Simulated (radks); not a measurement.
Values are calculated unless marked as measured or tabulated.
Species: the germanium ion Ge3+. Configuration: [Ne] 3s2 3p5.75 3d10 4s1 4f0.25 (fractional occupations, a model configuration).

Code: a radial shooting solver on a logarithmic mesh with Libxc functionals. Model: scalar-relativistic Kohn-Sham, PBE, spin-polarised, spherical densities, finite nucleus; open shells are filled with parallel spins first; Fermi nuclear charge, rms radius 4.0742 fm.

Energy parts (hartree):
| part | energy |
|---|---|
| total | -2095.41246 |
| kinetic | 2133.43994 |
| electron-nucleus | -5009.54133 |
| Hartree | 859.12831 |
| exchange-correlation | -78.43938 |

Orbitals (lengths in bohr, moments of r in powers of bohr):
| orbital | occ. | eigenvalue (hartree) | <1/r> | <r^4> |
|---|---|---|---|---|
| 1s up | 1 | -404.3248 | 32.38 | 0.00002275 |
| 1s down | 1 | -404.3154 | 32.38 | 0.00002275 |
| 2s up | 1 | -51.86879 | 7.108 | 0.004690 |
| 2s down | 1 | -51.86307 | 7.107 | 0.004689 |
| 2p up | 3 | -45.51601 | 6.969 | 0.003439 |
| 2p down | 3 | -45.50757 | 6.968 | 0.003438 |
| 3s up | 1 | -7.62964 | 2.288 | 0.3218 |
| 3s down | 1 | -7.60924 | 2.288 | 0.3208 |
| 3p up | 3 | -5.68431 | 2.136 | 0.4120 |
| 3p down | 2.75 | -5.66321 | 2.137 | 0.4093 |
| 3d up | 5 | -2.49698 | 1.808 | 0.9692 |
| 3d down | 5 | -2.47386 | 1.814 | 0.9370 |
| 4s up | 1 | -1.59383 | 0.7264 | 20.92 |
| 4s down | 0 | -1.53001 | 0.7310 | 20.34 |
| 4p up | 0 | -1.19836 | 0.6221 | 38.32 |
| 4p down | 0 | -1.13051 | 0.6281 | 36.59 |
| 5s up | 0 | -0.65356 | 0.3354 | 434.9 |
| 4f up | 0.25 | -0.38107 | 0.2451 | 916.3 |

The highest occupied level is 4f up at -10.369 eV. The configuration is held as typed, so some empty levels lie below it. The spin density at the nucleus is 25.77 e/bohr^3 (1s -0.12, 2s 0.18, 3s 0.01, 4s 25.70).
